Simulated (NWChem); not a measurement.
System: SiHBr, singlet; SMILES [SiH]Br

The following NWChem deck was run.

```
start job
memory heap 200 mb stack 900 mb global 1100 mb
geometry units angstroms noautosym nocenter noautoz
  Si     0.100618    -1.579925     0.000000
  H     -1.442655    -1.747775     0.000000
  Br     0.017377     0.688758     0.000000
end
basis spherical
  * library def2-svp
end
dft
  xc xpbe96 cpbe96
  iterations 150
end
cosmo
  do_cosmo_smd true
  solvent dioxane
end
task dft energy
```

Output (shortened):

```
             Northwest Computational Chemistry Package (NWChem) 7.3.0
             --------------------------------------------------------

                             Geometry "geometry" -> ""
                             -------------------------

 Output coordinates in angstroms (scale by  1.889725989 to convert to a.u.)

  No.       Tag          Charge          X              Y              Z
 ---- ---------------- ---------- -------------- -------------- --------------
    1 Si                  14.0000     0.10061800    -1.57992500     0.00000000
    2 H                    1.0000    -1.44265500    -1.74777500     0.00000000
    3 Br                  35.0000     0.01737700     0.68875800     0.00000000

 Effective nuclear repulsion energy (a.u.)     125.5099222956

  pbe96 is a nonlocal functional; adding pw91lda local functional.

                                 NWChem DFT Module
                                 -----------------

 Summary of "ao basis" -> "ao basis" (spherical)
 ------------------------------------------------------------------------------
       Tag                 Description            Shells   Functions and Types
 ---------------- ------------------------------  ------  ---------------------
 Si                         def2-svp                 8       18   4s3p1d
 H                          def2-svp                 3        5   2s1p
 Br                         def2-svp                12       32   5s4p3d

 in cosmo_initialize ...
 calling solv_data for solv:dioxane

 solvent parameters
 solvname_short: dioxane
 solvname_long:  1,4-dioxane
 dielec:        2.2099
 dielecinf:     2.0232
 nonaqueous SMD model solvent descriptors
 dielec:        2.2099
 sola:          0.0000
 solb:          0.6400
 solc:          0.0000
 solg:         47.1400
 solh:          0.0000
 soln:          1.4224

          ---------------
          -cosmo- solvent
          ---------------
 Cosmo: York-Karplus, doi: 10.1021/jp992097l
 dielectric constant -eps-     =   2.21
 screen = (eps-1)/(eps    )    =   0.54749
 surface charge correction     = lagrangian

   van der Waals surface
 --------------------------

 ---------- ATOMIC COORDINATES (A.U.) ------------ VDWR(ANG.) --
     1    0.19014045   -2.98562533    0.00000000     2.470
     2   -2.72622265   -3.30281584    0.00000000     1.200
     3    0.03283777    1.30156389    0.00000000     3.060
 number of segments per atom =        128
 number of   points per atom =        128
 atom (   nspa,  nppa )
 ----------------------
    1 (     80,     0 )       0
    2 (     30,     0 )       0
    3 (    104,     0 )       0
 number of -cosmo- surface points =      214
 molecular surface =    140.616 angstrom**2
 molecular volume  =    142.100 angstrom**3
 -lineq- algorithm             =   0
 -bem- low  level              =   3
 -bem- from -octahedral-
 gaussian surface charge width =   4.50000
 degree of switching           =   1.00000
 switching function tolerance  =   0.00010
 atomic radii =
 --------------
    1 14.000  2.470
    2  1.000  1.200
    3 35.000  3.060
 ...... end of -cosmo- initialization ......

 nat:                     3
 ixmem:                   608
 calling mnsol_interface()
 G(SMD-CDS) energy (kcal/mol)  =    -1.783
 SMD-CDS SASA (angstrom**2)    =   108.898

            General Information
            -------------------
          SCF calculation type: DFT
          Wavefunction type:  closed shell.
          No. of atoms     :     3
          No. of electrons :    50
           Alpha electrons :    25
            Beta electrons :    25
          Charge           :     0
          Spin multiplicity:     1
          Use of symmetry is: off; symmetry adaption is: off
          Maximum number of iterations: 150
          AO basis - number of functions:    55
                     number of shells:    23
          Convergence on energy requested:  1.00D-06
          Convergence on density requested:  1.00D-05
          Convergence on gradient requested:  5.00D-04

              XC Information
              --------------
          PerdewBurkeErnzerhof Exchange Functional  1.000
            Perdew 1991 LDA Correlation Functional  1.000 local
           PerdewBurkeErnz. Correlation Functional  1.000 non-local

[...]

                                COSMO-SMD solvation results
                                ---------------------------

             internal energy in gas <Psi(g)|H|Psi(g)> =     -2863.292730477014
         internal energy in solvent <Psi(s)|H|Psi(s)> =     -2863.292683257721
                               delta internal energy  =         0.000047219293 (    0.03 kcal/mol)
   total free energy in solvent <Psi(s)|H+V/2|Psi(s)> =     -2863.293709341298
 polarization energy contribution <Psi(s)|V/2|Psi(s)> =        -0.001026083577 (   -0.64 kcal/mol)
    total free energy in solvent including G(SMD-CDS) =     -2863.296550574332
                       G(SMD-CDS) energy contribution =        -0.002841233033 (   -1.78 kcal/mol)
     1 M fixed-concentration free energy of solvation =        -0.003820097318 (   -2.40 kcal/mol)

                       DFT Final Molecular Orbital Analysis
                       ------------------------------------

 Vector   23  Occ=2.000000D+00  E=-2.856238D-01
              MO Center=  2.5D-02,  4.4D-01, -8.5D-09, r^2= 1.8D+00
   Bfn.  Coefficient  Atom+Function         Bfn.  Coefficient  Atom+Function
  ----- ------------  ---------------      ----- ------------  ---------------
    40      0.556745  3 Br pz                37      0.503095  3 Br pz
    34     -0.335552  3 Br pz                13      0.150821  1 Si pz
    10      0.128989  1 Si pz                31      0.109193  3 Br pz
     7     -0.070189  1 Si pz                15      0.047656  1 Si d -1
    52     -0.032752  3 Br d -1

 Vector   24  Occ=2.000000D+00  E=-2.772734D-01
              MO Center=  1.4D-01,  8.1D-02,  8.0D-09, r^2= 2.7D+00
   Bfn.  Coefficient  Atom+Function         Bfn.  Coefficient  Atom+Function
  ----- ------------  ---------------      ----- ------------  ---------------
    38      0.470514  3 Br px                35      0.422308  3 Br px
    32     -0.281952  3 Br px                 3      0.240071  1 Si s
    39      0.227123  3 Br py                36      0.216018  3 Br py
     4      0.168102  1 Si s                  2      0.141109  1 Si s
    33     -0.141346  3 Br py                 9     -0.125704  1 Si py

 Vector   25  Occ=2.000000D+00  E=-2.134629D-01
              MO Center=  3.3D-02, -1.1D+00, -8.9D-10, r^2= 3.5D+00
   Bfn.  Coefficient  Atom+Function         Bfn.  Coefficient  Atom+Function
  ----- ------------  ---------------      ----- ------------  ---------------
     3      0.354323  1 Si s                 38     -0.354212  3 Br px
     4      0.339460  1 Si s                 35     -0.291090  3 Br px
    19     -0.269378  2 H  s                  8      0.258934  1 Si px
    20     -0.246780  2 H  s                 11      0.240646  1 Si px
     2      0.205539  1 Si s                 32      0.191935  3 Br px

 Vector   26  Occ=0.000000D+00  E=-1.393615D-01
              MO Center=  7.3D-02, -1.3D+00,  1.7D-09, r^2= 2.9D+00
   Bfn.  Coefficient  Atom+Function         Bfn.  Coefficient  Atom+Function
  ----- ------------  ---------------      ----- ------------  ---------------
    13      0.663999  1 Si pz                10      0.441521  1 Si pz
    40     -0.292580  3 Br pz                 7     -0.225665  1 Si pz
    37     -0.207682  3 Br pz                34      0.135413  3 Br pz
    52     -0.047603  3 Br d -1              31     -0.043877  3 Br pz

 Vector   27  Occ=0.000000D+00  E=-3.548448D-02
              MO Center=  1.1D-01, -1.3D+00, -1.1D-10, r^2= 3.8D+00
   Bfn.  Coefficient  Atom+Function         Bfn.  Coefficient  Atom+Function
  ----- ------------  ---------------      ----- ------------  ---------------
    12      0.949136  1 Si py                39      0.623775  3 Br py
    28     -0.397385  3 Br s                  9      0.367217  1 Si py
    27     -0.279022  3 Br s                 36      0.260073  3 Br py
     3      0.240814  1 Si s                 11      0.206530  1 Si px
     6     -0.187168  1 Si py                33     -0.175543  3 Br py

 Vector   28  Occ=0.000000D+00  E= 2.710296D-02
              MO Center= -3.3D-01, -1.5D+00, -3.2D-10, r^2= 3.8D+00
   Bfn.  Coefficient  Atom+Function         Bfn.  Coefficient  Atom+Function
  ----- ------------  ---------------      ----- ------------  ---------------
    20      1.416457  2 H  s                 11      1.169953  1 Si px
     4     -0.629422  1 Si s                  3     -0.580803  1 Si s
     8      0.270239  1 Si px                39     -0.259369  3 Br py
    19      0.242572  2 H  s                  2     -0.220351  1 Si s
    28      0.211973  3 Br s                 38     -0.157357  3 Br px

     Multipole analysis of the density
     ---------------------------------

     L   x y z        total         alpha         beta         nuclear
     -   - - -        -----         -----         ----         -------
     0   0 0 0     -0.000000    -25.000000    -25.000000     50.000000

     1   1 0 0     -0.110883     -0.597975     -0.597975      1.085066
     1   0 1 0     -0.367941     -0.410554     -0.410554      0.453166
     1   0 0 1      0.000000      0.000000      0.000000      0.000000

     2   2 0 0    -25.570281    -16.773230    -16.773230      7.976179
     2   1 1 0      0.710796     -0.920849     -0.920849      2.552493
     2   1 0 1      0.000000      0.000000      0.000000      0.000000
     2   0 2 0    -23.007060   -109.001736   -109.001736    194.996413
     2   0 1 1     -0.000000     -0.000000     -0.000000      0.000000
     2   0 0 2    -22.256750    -11.128375    -11.128375      0.000000
```

Level: PBE/def2-SVP, SMD on the gas-phase geometry. Low-valent species are run as closed-shell singlets; no triplet was tried in these runs. Coordinates come from a PBE-D3(BJ)/def2-SVP optimisation. Solvent: 1,4-dioxane.
